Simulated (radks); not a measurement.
Problem. Radial electron density D(r) = 4 pi r^2 rho(r) of an atom or ion with 18 electrons. All-electron calculation, Dirac Kohn-Sham, SOGGA, spin-unpolarised, spherical densities, finite nucleus; Fermi nuclear charge, rms radius of each element as measured or else 0.836 A^(1/3) + 0.57 fm. Program: a radial shooting solver on a logarithmic mesh with Libxc functionals.

| r (bohr) | D(r) (e/bohr) |
|---|---|
| 0.003709 | 0.8402 |
| 0.004249 | 1.076 |
| 0.004829 | 1.354 |
| 0.005533 | 1.723 |
| 0.006289 | 2.154 |
| 0.007205 | 2.718 |
| 0.008189 | 3.366 |
| 0.009382 | 4.200 |
| 0.01066 | 5.141 |
| 0.01222 | 6.325 |
| 0.01388 | 7.623 |
| 0.01591 | 9.205 |
| 0.01808 | 10.88 |
| 0.02071 | 12.82 |
| 0.02354 | 14.77 |
| 0.02697 | 16.88 |
| 0.03065 | 18.81 |
| 0.03512 | 20.67 |
| 0.03991 | 22.10 |
| 0.04573 | 23.13 |
| 0.05197 | 23.52 |
| 0.05955 | 23.26 |
| 0.06768 | 22.41 |
| 0.07754 | 21.02 |
| 0.08812 | 19.51 |
| 0.101 | 18.08 |
| 0.1147 | 17.26 |
| 0.1315 | 17.26 |
| 0.1494 | 18.20 |
| 0.1712 | 20.01 |
| 0.1946 | 22.03 |
| 0.2229 | 23.83 |
| 0.2533 | 24.53 |
| 0.2903 | 23.68 |
| 0.3299 | 21.29 |
| 0.3779 | 17.46 |
| 0.4296 | 13.40 |
| 0.4921 | 9.552 |
| 0.5593 | 7.086 |
| 0.6408 | 5.984 |
| 0.7283 | 6.130 |
| 0.8344 | 6.859 |
| 0.9484 | 7.388 |
| 1.087 | 7.268 |
| 1.235 | 6.410 |
| 1.415 | 4.956 |
| 1.608 | 3.462 |
| 1.842 | 2.105 |
| 2.094 | 1.213 |
| 2.399 | 0.6590 |
| 2.726 | 0.3961 |
| 3.124 | 0.2575 |
| 3.55 | 0.1779 |
| 4.067 | 0.1117 |
| 4.623 | 0.06292 |
| 5.296 | 0.02818 |
| 6.019 | 0.01063 |
| 6.896 | 0.002897 |
| 7.838 | 0.0006482 |

What is the nuclear charge?

Solution. Z = 20. The innermost maximum, from 1s, lies near gamma/Z bohr with gamma = sqrt(1 - (Z/c)^2) = 0.989, here 0.0495 bohr (found: 0.0528), and its height grows with Z. The density is that of the calcium ion Ca2+ in [Ne] 3s1.5 3p6 4s0.5; the configuration itself is not fixed sharply by these data, and Z only to about a unit. D(r) has 3 maxima, at r = 0.0528, 0.253, 0.995 bohr, and minima at 0.123, 0.667 bohr, inside which lie 2.16, 10.37 electrons.
